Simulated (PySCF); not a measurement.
**Static response to an electric field**

C6H12Ge.
Geometry (PBE0-D3(BJ)/def2-SVP, Å), atoms numbered from 1 in this order:
```xyz
19
C6H12Ge angstrom
C     -1.0451    1.3019    0.7820
C     -0.8886    0.1995    0.0391
C     -1.7335   -0.0822   -1.1674
C      0.1536   -0.8313    0.3140
C      1.3018   -0.6243    1.2431
C      1.5575   -0.6561   -0.2414
Ge     2.0727    0.9688   -1.1867
H     -0.4370    1.4877    1.6703
H     -1.7942    2.0552    0.5238
H     -2.4685    0.7135   -1.3503
H     -2.2765   -1.0349   -1.0483
H     -1.1032   -0.1894   -2.0659
H     -0.2268   -1.8581    0.2485
H      1.6297   -1.4777    1.8427
H      1.3930    0.3365    1.7575
H      2.0316   -1.5640   -0.6293
H      3.4556    0.7399   -1.8309
H      1.0702    1.3189   -2.3035
H      2.1727    2.1550   -0.2106
```

Level: wB97X-D/def2-SVPD (PySCF), static field, nuclei fixed, core orbitals frozen in the response. The polarisability tensor in these axes (au):

```
x   105.03  -1.86  -3.06
y    -1.86  97.26   1.56
z    -3.06   1.56  98.63
```

Problem. Give the principal values, the mean and the anisotropy Δα = √{½[(α1 − α2)² + (α2 − α3)² + (α1 − α3)²]}.

Solution. Principal values 96.23, 97.86 and 106.82 au; mean 100.30 au = 14.86 Å³ = 16.54 × 10⁻⁴⁰ C²·m²/J; Δα = 9.88 au (10 % of the mean).

Problem. What is the dipole moment, and where does it point?

Solution. (-0.29, -0.91, 0.12) D, 0.96 D in size, pointing from the negative to the positive side. Measured along this direction, the outermost atoms are H19 at the negative end and H13 at the positive end.

Problem. Find the Langevin capture rate constant for NO+ (29.998 u) meeting this molecule (158.015 u), k = 2.342 × 10⁻⁹ cm³/s × √(α in Å³ / reduced mass in u).

Solution. The reduced mass is 25.21 u, so k = 1.80 × 10⁻⁹ cm³/s. The formula leaves out the permanent dipole, which adds to the capture rate.

Problem. What would n − 1 = 2πNα be for an ideal gas of these molecules at 298.15 K and 1 atm, electronic part alone?

Solution. N = p/kT = 2.4615 × 10¹⁹ cm⁻³, so n − 1 = 2π × N × 14.86 × 10⁻²⁴ cm³ = 2299 × 10⁻⁶ at long wavelengths.

Problem. Estimate the molar refractivity from the static electronic polarisability.

Solution. Lorentz–Lorenz: R = (4π/3)N_A α = 2.5225 cm³/(mol·Å³) × 14.86 Å³ = 37.5 cm³/mol, in the limit of long wavelengths.

Problem. Form Σ f/ω² (atomic units) for the 10 lowest TDDFT singlets, given as eV and f, and set it beside the mean polarisability, which is this sum over all singlets: 6.70, 0.2124; 7.13, 0.0275; 7.53, 0.0218; 7.76, 0.0299; 7.76, 0.0017; 7.87, 0.0242; 7.99, 0.0127; 8.13, 0.0619; 8.17, 0.0167; 8.25, 0.0425.

Solution. They add up to 6.36 au, 6.3 % of the 100.30 au; the largest single term is 3.50 au, from the state at 6.70 eV. Terms in order: 3.50, 0.40, 0.29, 0.37, 0.02, 0.29, 0.15, 0.69, 0.19, 0.46 au. Higher excitations give the rest. The strengths listed sum to 0.451.

Problem. What depolarisation ratio follows for Rayleigh scattering of linearly polarised light, taking the static tensor?

Solution. ρ = 3Δα²/(45ᾱ² + 4Δα²) = 292.6/(452737 + 390.2) = 0.000646.

Isolated species at its PBE0-D3(BJ)/def2-SVP geometry (one conformer only). The calculation is non-relativistic, for germanium too.
